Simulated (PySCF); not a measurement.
## Electric field gradients and quadrupole coupling constants

Compound: C6H15PSSi.
SMILES with atom numbers: `[CH3:1][CH2:2][P:3]1(=[S:4])[CH2:5][CH2:6][SiH2:7][CH2:8][CH2:9]1` (hydrogens: H10, H11, H12 on C1; H13, H14 on C2; H15, H16 on C5; H17, H18 on C6; H19, H20 on Si7; H21, H22 on C8; H23, H24 on C9)

Geometry (GFN2-xTB, Å), atoms numbered from 1 in this order:
```xyz
24
C6H15PSSi angstrom
C     -3.1578   -0.3385   -0.6616
C     -2.2251    0.2161    0.4047
P     -0.5175   -0.4792    0.2182
S     -0.4304   -2.4156    0.2117
C      0.1588    0.3156   -1.3024
C      1.6074   -0.1158   -1.4933
Si     2.7002    0.4697   -0.0509
C      1.8647   -0.1034    1.5586
C      0.4036    0.3252    1.5989
H     -2.9098    0.0614   -1.6429
H     -3.0655   -1.4238   -0.6980
H     -4.1923   -0.0855   -0.4388
H     -2.5651   -0.0955    1.3981
H     -2.1843    1.3076    0.3773
H     -0.4623   -0.0199   -2.1403
H      0.0685    1.4014   -1.2146
H      1.9774    0.2523   -2.4515
H      1.6311   -1.2075   -1.5436
H      2.7381    1.9419   -0.0564
H      4.0389   -0.1052   -0.1671
H      2.3853    0.2788    2.4381
H      1.9015   -1.1942    1.6174
H     -0.0784    0.0004    2.5283
H      0.3011    1.4105    1.5178
```

Field gradients from the PBE0/pcSseg-1 density (PySCF, non-relativistic), principal values in atomic units, ordered |Vxx| ≤ |Vyy| ≤ |Vzz|:

| atom | Vxx | Vyy | Vzz |
| --- | --- | --- | --- |
| S4 | -1.0745 | -1.1380 | 2.2124 |

Task: Find the asymmetry η = (Vxx − Vyy)/Vzz and the couplings χ = eQV/h (234.96 MHz × Q in barn × V in au), with Q(33S) = −0.0678 b.

Result: 
```json
{"atom": "S4", "environment": "sulfur bonded to P", "nucleus": "33S", "η": "0.03", "χzz (MHz)": "-35.25", "χxx (MHz)": "17.12", "χyy (MHz)": "18.13"}
```

The gradient is axial or nearly so (η below 0.05) at S4. The tensor is traceless: Vxx + Vyy + Vzz = 0.

Task: What is Vzz at S4 in SI units (1 au = 9.71736 × 10²¹ V/m²)?

Result: 2.2124 au = 21.499 × 10²¹ V/m².

Task: And the gradient at the other heavy atoms, for which no coupling is worked out here?

Result: 
| atom | environment | Vzz (au) | η |
| --- | --- | --- | --- |
| C1 | methyl carbon | 0.112 | 0.47 |
| C2 | sp3 carbon bound to phosphorus | 0.082 | 0.44 |
| P3 | phosphorus bonded to 3 C and S | -0.139 | 0.05 |
| C5 | sp3 carbon bound to phosphorus | 0.069 | 0.87 |
| C6 | sp3 carbon bound to silicon | 0.132 | 0.54 |
| Si7 | SiH2 silicon | -0.080 | 0.35 |
| C8 | sp3 carbon bound to silicon | 0.128 | 0.55 |
| C9 | sp3 carbon bound to phosphorus | 0.066 | 0.86 |

Were the hydrogens deuterons (Q(2H) = 0.00286 b), χzz would run from 106 kHz (H19) to 212 kHz (H12).

One conformer (not necessarily the lowest) at the GFN2-xTB geometry, without solvent, vibrations or thermal averaging. GFN2-xTB bond lengths can be off by several hundredths of an ångström, more for odd bonds, and the gradients follow them. The basis is small and wasn't made for field gradients, so the couplings can be 20 % off.
